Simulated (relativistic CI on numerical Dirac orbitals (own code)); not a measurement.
**Line list: Electric-dipole lines, K⁴⁺**

Method of calculation: Dirac-Coulomb-Breit CI, KLI orbitals optimised for each configuration, model QED (radiative potential, 1s self-energy scaled to tabulated hydrogen-like ionisation energies), valence Slater integrals scaled by 0.85, P86 correlation estimate, and configurations built on the next ion tied to the tabulated ionisation energy (semi-empirical) (own radial code, finite nucleus).

Configuration list (outside the closed core [Ne]): 3s2.3p3, 3s2.3p2.3d, 3s2.3p2.4s, 3s2.3p2.4p, 3s2.3p2.4d, 3s2.3p2.5s, 3s2.3p2.4f, 3s.3p4, 3p5, 3s2.3p.3d2, 3s.3p3.3d, 3p3.3d2, 3p4.3d, 3s.3p2.3d2, 3s2.3p2.5p, 3s.3p3.4s, 3s2.3p2.5d, 3s2.3p2.5f, 3s2.3p2.5g, 3s.3p3.4p, 3s2.3p.3d.4s, 3s.3p3.4d, 3s.3p3.4f, 3s.3p3.5s. Levels of other configurations are missing.

```
λ vac (nm)                   Lower                      Upper   A (s⁻¹)  E lower (cm⁻¹)  E upper (cm⁻¹)
    30.196     3s2.3p3 2D°_5/2 [3]     3s2.3p2.4s 2P_3/2 [61]  1.40e+10           23597          354764
    34.362  3s2.3p2.3d 2P_3/2 [11]   3s2.3p2.4f 2D°_5/2 [183]  2.65e+10          194798          485816
    35.109  3s2.3p2.3d 2F_7/2 [23]   3s2.3p2.4f 2F°_7/2 [232]  1.96e+10          221247          506072
    35.178  3s2.3p2.3d 2F_5/2 [22]   3s2.3p2.4f 2G°_7/2 [229]  2.60e+10          219594          503860
    35.257  3s2.3p2.3d 2F_7/2 [23]   3s2.3p2.4f 2G°_9/2 [230]  2.85e+10          221247          504878
    35.500  3s2.3p2.3d 4F_7/2 [16]   3s2.3p2.4f 4G°_9/2 [212]  2.38e+10          213014          494705
    35.502  3s2.3p2.3d 4F_5/2 [15]   3s2.3p2.4f 4G°_7/2 [211]  2.15e+10          212286          493957
    35.506  3s2.3p2.3d 4F_9/2 [17]  3s2.3p2.4f 4G°_11/2 [214]  2.85e+10          213989          495634
    35.514  3s2.3p2.3d 4F_3/2 [14]   3s2.3p2.4f 4G°_5/2 [209]  2.18e+10          211788          493369
    35.824  3s2.3p2.3d 4D_5/2 [20]   3s2.3p2.4f 4F°_7/2 [220]  1.74e+10          218303          497443
    35.832  3s2.3p2.3d 4D_7/2 [21]   3s2.3p2.4f 4F°_9/2 [221]  2.49e+10          218504          497585
    35.847  3s2.3p2.3d 4D_3/2 [19]   3s2.3p2.4f 4F°_5/2 [219]  1.73e+10          218297          497259
    36.575  3s2.3p2.3d 2G_9/2 [25]  3s2.3p2.4f 2H°_11/2 [255]  3.06e+10          243773          517183
    36.583  3s2.3p2.3d 2G_7/2 [24]   3s2.3p2.4f 2H°_9/2 [254]  2.88e+10          243604          516958
    36.600  3s2.3p2.3d 4D_7/2 [21]   3s2.3p2.4f 4D°_7/2 [198]  1.22e+10          218504          491726
    37.418  3s2.3p2.3d 2G_7/2 [24]   3s2.3p2.4f 2G°_7/2 [239]  2.84e+10          243604          510857
    37.478  3s2.3p2.3d 2G_9/2 [25]   3s2.3p2.4f 2G°_9/2 [237]  2.75e+10          243773          510599
    37.724     3s2.3p3 2D°_3/2 [2]     3s2.3p2.3d 2F_5/2 [38]  4.55e+10           23348          288428
    37.731     3s2.3p3 2D°_5/2 [3]     3s2.3p2.3d 2F_7/2 [39]  4.89e+10           23597          288632
    37.994     3s2.3p3 2P°_1/2 [4]     3s2.3p2.3d 2D_3/2 [41]  3.56e+10           38013          301212
    38.157     3s2.3p3 2P°_3/2 [5]     3s2.3p2.3d 2D_5/2 [40]  4.31e+10           38351          300423
    38.194  3s2.3p2.3d 2D_5/2 [33]   3s2.3p2.4f 2F°_7/2 [298]  2.18e+10          276609          538433
    38.796     3s2.3p3 4S°_3/2 [1]     3s2.3p2.3d 4P_1/2 [29]  3.19e+10               0          257758
    38.842     3s2.3p3 4S°_3/2 [1]     3s2.3p2.3d 4P_3/2 [28]  3.90e+10               0          257455
    38.968     3s2.3p3 4S°_3/2 [1]     3s2.3p2.3d 4P_5/2 [27]  3.98e+10               0          256623
    39.416     3s2.3p3 2D°_3/2 [2]     3s2.3p2.3d 2D_3/2 [34]  2.92e+10           23348          277049
    39.524     3s2.3p3 2D°_5/2 [3]     3s2.3p2.3d 2D_5/2 [33]  2.91e+10           23597          276609
    40.071     3s2.3p3 2P°_3/2 [5]     3s2.3p2.3d 2P_3/2 [37]  2.68e+10           38351          287907
    40.170     3s2.3p3 2P°_3/2 [5]     3s2.3p2.3d 2P_1/2 [36]  2.13e+10           38351          287290
    40.384     3s2.3p3 2P°_1/2 [4]     3s2.3p2.3d 2S_1/2 [35]  2.04e+10           38013          285635
```

Terms are leading LS components. Brackets give the number of a level in order of energy, since labels repeat. The list gives strong lines, with weight on those to low levels, without configurations that were not tied to measured data, without lines whose two gauges differ by over a factor of 2.5, among the lowest 300 of 1008 levels, so that lines to higher ones, which can be the strongest, are missing, and without 4 lines that miss the measured interval by over 7 %, start from a term whose rates miss tabulated ones by over 60 %, have gauges far apart or, lacking measured levels, span too small a gap for the errors found; lines with a level outside our table were not tested and can miss by more. Levels whose partners in the same complex of configurations lie outside the list can be far off, and so can their lines. Rates are taken at the computed energies, electric ones in the length gauge.

Configurations that consist of the next ion and one excited electron were tied to the tabulated ionisation energy; Rydberg ones are usually within 1,000 to 3,000 cm⁻¹ and the lowest ones within about 6,000 (9,000 in d shells), while levels on excited terms of the next ion carry the error of that term, and the other configurations can be misplaced by 10,000 cm⁻¹ or more. Rates follow the energies as ν³ (E1, M1) or ν⁵ (E2), so rates, branching and lifetimes can be off by large factors. 32 of the 38 excited levels that our extract of the measured tables holds in this range could be paired (the sources list more); they are missed by 5241 cm⁻¹ on average and 19515 at most, and levels without a partner can miss by more.

LS names give the leading component of a level, which can be under half, so a name can repeat, a term be missing and a line seem to break the LS rules.
